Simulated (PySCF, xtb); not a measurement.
CaO, SMILES [O]=[Ca].

Harmonic wavenumbers (cm⁻¹) from GFN2-xTB (xtb 6.7.1) at its own minimum, in rising order: 565.

What does PBE0-D3(BJ)/def2-TZVPD (PySCF 2.14.0) give at its own minimum? (The exact figures need the calculation; the answer reports its results.)

785. Paired by order, the mean absolute difference is 220 cm⁻¹ and the zero-point energies are 0.8 and 1.1 kcal/mol.
